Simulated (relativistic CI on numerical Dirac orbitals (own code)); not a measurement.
Ru6+ (4d2) in a crystal field

Calculated by Dirac-Coulomb-Breit CI, separate exchange-only KLI orbitals for each configuration, model QED (radiative potential, 1s self-energy scaled to tabulated hydrogen-like ionisation energies), valence Slater integrals scaled by 0.9, one configuration in a parametric crystal field (own radial code). With so little scaling, terms lie 10 to 35 % too far apart, which can change the order of excited levels.

Field parameters in Wybourne normalisation: D3d B²₀ = −7Dσ, B⁴₀ = −14Dq − 21Dτ, B⁴₃ = −14√(10/7) Dq. The field is a parameter set, without covalency.

S is read from ⟨S²⟩ = S(S + 1).

Levels (cm⁻¹, degeneracy): 0 (1), 71 (2), 816 (2), 2465 (2), 2738 (1), 3405 (1), 14832 (2), 15524 (1), 15542 (2), 32481 (1), 33944 (1), 34364 (2).

Which field gives this pattern?
A. D3d, 10Dq = 36200, Dσ = 760, Dτ = -280 cm⁻¹
B. D3d, 10Dq = 36200, Dσ = 550, Dτ = -280 cm⁻¹
C. D3d, 10Dq = 36200, Dσ = -550, Dτ = -280 cm⁻¹
D. D3d, 10Dq = 36200, Dσ = -330, Dτ = -280 cm⁻¹

B. D3d, 10Dq = 36200, Dσ = 550, Dτ = -280 cm⁻¹, ground level with S = 1.00.
